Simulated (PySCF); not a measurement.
## From computed data to an observable: oscillator strength and radiative lifetime

Sb(F)2(Me) (CH₃F₂Sb), SMILES [CH3][Sb]([F])[F].

Geometry: PBE-D3(BJ)/def2-SVP. The def2 effective core potentials stand for the cores of Sb; spin–orbit coupling is left out.

PySCF 2.14.0 with TDA-M06-2X/def2-SVPD puts the first singlet state with f over 0.02 at 5.30 eV (vertical), with the transition dipole (-0.178, -0.583, -0.180) in atomic units.

**Question.** Find the oscillator strength, the wavelength and the radiative lifetime that this transition would have in vacuum if emission retraced absorption.

**Answer.** 
|μ|² = 0.4040 au, so |μ| = 1.62 D. ΔE = 5.30/27.211 = 0.1948 hartree. f = (2/3) ΔE |μ|² = 0.052 (the program prints 0.053).
λ = 1239.84/5.30 = 234 nm; ν = 42747 cm⁻¹.
Einstein's coefficient A = 0.6670 ν² f s⁻¹ (ν in cm⁻¹) = 6.4e7 s⁻¹, so τ = 1/A = 16 ns. This state is S1. The figure is the radiative limit of this one transition; relaxation, internal conversion, crossing to triplets and a medium change what is measured.
